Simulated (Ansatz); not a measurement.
`C[S][GeH2][CH3]` and `[CH3][GeH2][SH]` differ in one atom or group.

Ansatz, PBE0-D4/def2-TZVP geometries, multiplicity 1. Each molecule was computed in one conformer, which needn't be the lowest.

Scalar relativity is left out up to krypton.

```csv
property,`C[S][GeH2][CH3]`
LUMO energy (PBE/def2-TZVPP) / eV,-0.42
HOMO–LUMO gap (ωB97M-V/def2-TZVPP) / eV,11.04
"ideal-gas entropy at 298 K and 1 bar (rigid rotor, harmonic PBE0-D4/def2-TZVP) / J/(mol·K)",364
HOMO energy (ωB97M-V/def2-TZVPP) / eV,-8.81
HOMO energy (PBE0/def2-TZVPP) / eV,-6.61
LUMO energy (PBE0/def2-TZVPP) / eV,0.49
```

(1) Give the same properties after the change, and the shifts. (Best estimate.)

## Answers

(1) Computed: 
```
                                                                                  property  `[CH3][GeH2][SH]`  shift
                                                         LUMO energy (PBE/def2-TZVPP) / eV              -0.66  -0.24
                                                   HOMO–LUMO gap (ωB97M-V/def2-TZVPP) / eV              11.39   0.35
ideal-gas entropy at 298 K and 1 bar (rigid rotor, harmonic PBE0-D4/def2-TZVP) / J/(mol·K)                328    -36
                                                     HOMO energy (ωB97M-V/def2-TZVPP) / eV              -9.35  -0.54
                                                        HOMO energy (PBE0/def2-TZVPP) / eV              -7.14  -0.53
                                                        LUMO energy (PBE0/def2-TZVPP) / eV               0.24  -0.25
```

With PBE0 the HOMO falls by 0.53 eV and the LUMO falls by 0.25 eV, so the gap widens by about 0.28 eV. PBE moves the HOMO by -0.49 eV and ωB97M-V by -0.54 eV. The zero-point energy changes by -78.2 kJ/mol with -9 modes. Modes under 60 cm⁻¹, often nearly free rotors, make the harmonic entropy too high.
